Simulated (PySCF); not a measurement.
CH2Cl (SMILES [CH2-]Cl), charge -1, singlet, at a GFN2-xTB geometry; DF-HF/def2-TZVPD (PySCF).

PySCF was given this input:
```python
from pyscf import gto, scf
import numpy

mol = gto.Mole()
mol.atom = '''
    C     0.00376299    0.16217920   -1.24958859
    Cl   -0.00156201    0.00018286    0.61906895
    H     0.88406358   -0.49140260   -1.51109367
    H    -0.88008742   -0.48478128   -1.51554685
'''
mol.basis = 'def2-tzvpd'
mol.charge = -1
mol.verbose = 4
mol.build()
print('smallest overlap eigenvalue', numpy.linalg.eigvalsh(mol.intor('int1e_ovlp'))[0])

mf = scf.RHF(mol)
mf = mf.density_fit(auxbasis='def2-universal-jkfit')
mf = scf.addons.remove_linear_dep_(mf, threshold=1e-2, lindep=1e-2)
mf.kernel()
mf.analyze()
```

The log (banner, timings and long lists left out):

```
PySCF version 2.14.0

[INPUT] verbose = 4
[INPUT] num. atoms = 4
[INPUT] num. electrons = 26
[INPUT] charge = -1
[INPUT] spin (= nelec alpha-beta = 2S) = 0
[INPUT] symmetry False subgroup None
[INPUT] Mole.unit = angstrom
[INPUT] Symbol           X                Y                Z      unit          X                Y                Z       unit  Magmom
[...]
nuclear repulsion = 42.3384736956647
number of shells = 39
number of NR pGTOs = 146
number of NR cGTOs = 101
basis = def2-tzvpd
ecp = {}
input.py:19: DeprecationWarning: remove_linear_dep_ is deprecated and will be removed in a future release. Linear dependency handling is now built into the SCF procedure by default. Linear dependency removal can be controlled using the following settings:
  pyscf.scf.hf.remove_overlap_zero_eigenvalue = True
  pyscf.scf.hf.overlap_zero_eigenvalue_threshold = 1e-6

  mf = scf.addons.remove_linear_dep_(mf, threshold=1e-2, lindep=1e-2)
smallest overlap eigenvalue 7.20004721191875e-05
Applying remove_linear_dep_ on SCF object.
Using canonical orthogonalization with threshold 0.01

******** <class 'pyscf.df.df_jk.DFRHF'> ********
method = DFRHF
initial guess = minao
damping factor = 0
level_shift factor = 0
DIIS = <class 'pyscf.scf.diis.CDIIS'>
diis_start_cycle = 1
diis_space = 8
diis_damp = 0
SCF conv_tol = 1e-09
SCF conv_tol_grad = None
SCF max_cycles = 50
direct_scf = False
Set gradient conv threshold to 3.16228e-05
Initial guess from minao.
******** <class 'pyscf.df.df.DF'> ********
auxbasis = def2-universal-jkfit
init E= -498.276868197342
[...]
cycle= 1 E= -498.455607970471  delta_E= -0.179  |g|= 0.25  |ddm|= 1.38
[...]
cycle= 2 E= -498.477752169043  delta_E= -0.0221  |g|=  0.1  |ddm|= 0.324
[...]
cycle= 3 E= -498.480468021214  delta_E= -0.00272  |g|= 0.0282  |ddm|= 0.0859
[...]
cycle= 4 E= -498.481097815867  delta_E= -0.00063  |g|= 0.00909  |ddm|= 0.0447
[...]
cycle= 5 E= -498.481243993515  delta_E= -0.000146  |g|= 0.0045  |ddm|= 0.0355
[...]
cycle= 6 E= -498.481229454781  delta_E= 1.45e-05  |g|= 0.00543  |ddm|= 0.0199
[...]
cycle= 7 E= -498.481188377796  delta_E= 4.11e-05  |g|= 0.00675  |ddm|= 0.0141
[...]
cycle= 8 E= -498.481131876018  delta_E= 5.65e-05  |g|= 0.00812  |ddm|= 0.0125
[...]
cycle= 9 E= -498.481107706996  delta_E= 2.42e-05  |g|= 0.00859  |ddm|= 0.00664
[...]
cycle= 10 E= -498.481086584735  delta_E= 2.11e-05  |g|= 0.00917  |ddm|= 0.00718
[...]
cycle= 11 E= -498.481064855494  delta_E= 2.17e-05  |g|= 0.0099  |ddm|= 0.00489
[...]
cycle= 12 E= -498.481071708669  delta_E= -6.85e-06  |g|= 0.00959  |ddm|= 0.000988
[...]
cycle= 13 E= -498.481075954444  delta_E= -4.25e-06  |g|= 0.00946  |ddm|= 0.00137
[...]
cycle= 14 E= -498.481069143124  delta_E= 6.81e-06  |g|= 0.00968  |ddm|= 0.00149
[...]
cycle= 15 E= -498.481085211854  delta_E= -1.61e-05  |g|= 0.00935  |ddm|= 0.00236
[...]
cycle= 16 E= -498.481065346651  delta_E= 1.99e-05  |g|= 0.00989  |ddm|= 0.00374
[...]
cycle= 17 E= -498.480972452112  delta_E= 9.29e-05  |g|= 0.0119  |ddm|= 0.0114
[...]
cycle= 18 E= -498.481022302313  delta_E= -4.99e-05  |g|= 0.0113  |ddm|= 0.0103
[...]
cycle= 19 E= -498.480990085293  delta_E= 3.22e-05  |g|= 0.012  |ddm|= 0.00436
[...]
cycle= 20 E= -498.48095087833  delta_E= 3.92e-05  |g|= 0.0127  |ddm|= 0.00479
[...]
cycle= 21 E= -498.48092344211  delta_E= 2.74e-05  |g|= 0.013  |ddm|= 0.00569
[...]
cycle= 22 E= -498.480971993244  delta_E= -4.86e-05  |g|= 0.012  |ddm|= 0.00489
[...]
cycle= 23 E= -498.481028428813  delta_E= -5.64e-05  |g|= 0.0117  |ddm|= 0.012
[...]
cycle= 24 E= -498.481030024779  delta_E= -1.6e-06  |g|= 0.0117  |ddm|= 0.000403
[...]
cycle= 25 E= -498.480994425143  delta_E= 3.56e-05  |g|= 0.0126  |ddm|= 0.00786
[...]
cycle= 26 E= -498.48109241279  delta_E= -9.8e-05  |g|= 0.00998  |ddm|= 0.0116
[...]
cycle= 27 E= -498.481004779003  delta_E= 8.76e-05  |g|= 0.012  |ddm|= 0.0111
[...]
cycle= 28 E= -498.481069515834  delta_E= -6.47e-05  |g|= 0.0104  |ddm|= 0.00993
[...]
cycle= 29 E= -498.481065757008  delta_E= 3.76e-06  |g|= 0.0105  |ddm|= 0.00057
[...]
cycle= 30 E= -498.481066997036  delta_E= -1.24e-06  |g|= 0.0101  |ddm|= 0.0055
[...]
cycle= 31 E= -498.481038419239  delta_E= 2.86e-05  |g|= 0.0107  |ddm|= 0.00419
[...]
cycle= 32 E= -498.481026615774  delta_E= 1.18e-05  |g|= 0.0112  |ddm|= 0.00657
[...]
cycle= 33 E= -498.481077596415  delta_E= -5.1e-05  |g|= 0.0102  |ddm|= 0.0105
[...]
cycle= 34 E= -498.481039843475  delta_E= 3.78e-05  |g|= 0.011  |ddm|= 0.00738
[...]
cycle= 35 E= -498.481112267407  delta_E= -7.24e-05  |g|= 0.00913  |ddm|= 0.0096
[...]
cycle= 36 E= -498.48104859164  delta_E= 6.37e-05  |g|= 0.0103  |ddm|= 0.0154
[...]
cycle= 37 E= -498.481050075017  delta_E= -1.48e-06  |g|= 0.0113  |ddm|= 0.0113
[...]
cycle= 38 E= -498.481102373717  delta_E= -5.23e-05  |g|= 0.0103  |ddm|= 0.0149
[...]
cycle= 39 E= -498.481089312596  delta_E= 1.31e-05  |g|= 0.0105  |ddm|= 0.00575
[...]
cycle= 40 E= -498.481048466295  delta_E= 4.08e-05  |g|= 0.0112  |ddm|= 0.00623
[...]
cycle= 41 E= -498.481063211483  delta_E= -1.47e-05  |g|= 0.011  |ddm|= 0.00521
[...]
cycle= 42 E= -498.481075751145  delta_E= -1.25e-05  |g|= 0.0108  |ddm|= 0.00321
[...]
cycle= 43 E= -498.481183207619  delta_E= -0.000107  |g|= 0.00727  |ddm|= 0.0175
[...]
cycle= 44 E= -498.481095644304  delta_E= 8.76e-05  |g|= 0.0104  |ddm|= 0.0177
[...]
cycle= 45 E= -498.48107521839  delta_E= 2.04e-05  |g|= 0.0108  |ddm|= 0.00583
[...]
cycle= 46 E= -498.481075391168  delta_E= -1.73e-07  |g|= 0.0109  |ddm|= 0.00274
[...]
cycle= 47 E= -498.481059793602  delta_E= 1.56e-05  |g|= 0.0112  |ddm|= 0.00354
[...]
cycle= 48 E= -498.481056691748  delta_E= 3.1e-06  |g|= 0.0113  |ddm|= 0.00235
[...]
cycle= 49 E= -498.481065531466  delta_E= -8.84e-06  |g|= 0.0112  |ddm|= 0.00195
[...]
cycle= 50 E= -498.481070171826  delta_E= -4.64e-06  |g|= 0.011  |ddm|= 0.000962
SCF not converged.
SCF energy = -498.481070171826
**** SCF Summaries ****
Total Energy =                        -498.481070171825991
Nuclear Repulsion Energy =              42.338473695664653
One-electron Energy =                 -778.012723914316666
Two-electron Energy =                  237.193180046826029
Two-electron Coulomb Energy =          270.769058239513981
DFT Exchange-Correlation Energy =      -33.575878192687952
HOMO-LUMO gap [eV] =                     8.168812160946047
**** MO energy ****
[...]
 ** Mulliken pop on meta-lowdin orthogonal AOs  **
 ** Mulliken pop  **
 ** Mulliken atomic charges  **
charge of    0C =     -0.64578
charge of    1Cl =     -0.37740
charge of    2H =      0.01159
charge of    3H =      0.01159

WARN: System has nonzero charge -1; the dipole moment is origin-dependent.
Location of origin: [0. 0. 0.]

Dipole moment(X, Y, Z, Debye): -0.01222, -1.76680,  2.21512
```

Convergence was not reached.
